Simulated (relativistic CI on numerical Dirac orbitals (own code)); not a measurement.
**Ti2+ in a cubic cluster: L2,3 absorption with charge transfer**

Computed with a charge-transfer multiplet model of a cubic metal-ligand cluster with up to one ligand hole, Slater and spin-orbit integrals from Dirac-Coulomb-Breit ions, Slater integrals scaled by 0.7. The ground state mixes d2 with configurations of k ligand holes L, whose averages lie at kΔ + k(k − 1)U_dd/2; a core hole lowers each added d electron by U_cd. 300 K, Lorentzian 0.4 eV and Gaussian 0.3 eV FWHM.

Atomic integrals in eV (Slater integrals scaled, ζ unscaled), ground: F2dd 5.756, F4dd 3.579, zeta_d 0.013; with the core hole: F2dd 6.408, F4dd 3.990, zeta_d 0.022, zeta_core 3.746, F2cd 3.430, G1cd 2.435, G3cd 1.380.

Cluster parameters (eV): U_dd = 4.3, U_cd = 5.5, 10Dq = 1.45, 10Dq(ligand) = 0.6, V(eg) = 3.05, V(t2g) = -1.35, final-state hopping factor = 1.

| Case | n_d | d2 | d3L | S |
| --- | --- | --- | --- | --- |
| Δ = 7.7 eV | 2.24 | 0.76 | 0.24 | 1.00 |
| Δ = 8.7 eV | 2.22 | 0.78 | 0.22 | 1.00 |
| Δ = 9.7 eV | 2.20 | 0.80 | 0.20 | 1.00 |

Weights, n_d and S are thermal averages at 300 K. Photon energies count from the first peak over 30 % of the highest in each spectrum, which can be another peak from case to case. The parameters are a model scan and need not match a compound or its usual spin state. Peaks in eV (height, largest 100):
- Δ = 7.7 eV: -1.2 (12), 0.0 (36), 0.9 (40), 2.1 (100), 4.5 (36), 6.8 (64), 7.7 (67)
- Δ = 8.7 eV: -1.2 (12), 0.0 (36), 1.0 (41), 2.2 (100), 4.5 (37), 6.9 (65), 7.8 (69)
- Δ = 9.7 eV: -1.2 (12), 0.0 (35), 0.9 (41), 2.1 (100), 4.4 (36), 6.8 (65), 7.7 (69)

Curve for Δ = 7.7 eV (points under 2 left out, the grid thinned):

| E (eV) | Intensity |
| --- | --- |
| -2.3 | 2.0 |
| -2.0 | 3.3 |
| -1.7 | 7.4 |
| -1.4 | 11.2 |
| -1.1 | 11.2 |
| -0.8 | 9.0 |
| -0.5 | 14.6 |
| -0.2 | 31.3 |
| 0.1 | 34.4 |
| 0.4 | 33.3 |
| 0.7 | 39.0 |
| 1.0 | 40.4 |
| 1.3 | 40.2 |
| 1.6 | 53.1 |
| 1.9 | 87.1 |
| 2.2 | 97.7 |
| 2.5 | 83.5 |
| 2.8 | 63.3 |
| 3.1 | 42.2 |
| 3.4 | 25.3 |
| 3.7 | 21.9 |
| 4.0 | 27.2 |
| 4.3 | 33.9 |
| 4.5 | 36.5 |
| 4.8 | 22.8 |
| 5.1 | 14.6 |
| 5.4 | 17.4 |
| 5.7 | 24.3 |
| 6.0 | 30.3 |
| 6.3 | 43.2 |
| 6.6 | 58.7 |
| 6.9 | 63.4 |
| 7.2 | 49.3 |
| 7.5 | 54.1 |
| 7.8 | 67.4 |
| 8.1 | 53.1 |
| 8.4 | 44.3 |
| 8.7 | 25.1 |
| 9.0 | 14.6 |
| 9.3 | 10.1 |
| 9.6 | 6.1 |
| 9.9 | 4.4 |
| 10.2 | 3.5 |
| 10.5 | 2.7 |
| 10.8 | 2.0 |

For the case Δ = 7.7 eV, Δ = 7.7 eV is larger than U_dd = 4.3 eV, the Mott-Hubbard side of the Zaanen-Sawatzky-Allen scheme. With the core hole the configuration with one ligand hole lies at Δ + U_dd − U_cd = 6.5, 7.5, 8.5 eV from the one without, in the order of the table; where this is negative the screened configuration lies lower, though the effective hopping of about 6.5 eV (from the holes of the mixed ground state) mixes the two strongly wherever it is as large as the gap.

With at most 1 ligand hole the space is cut while the next configuration still counts, so covalency is underestimated, and a final configuration with one more ligand hole, which can lie low, is missing from the spectra.
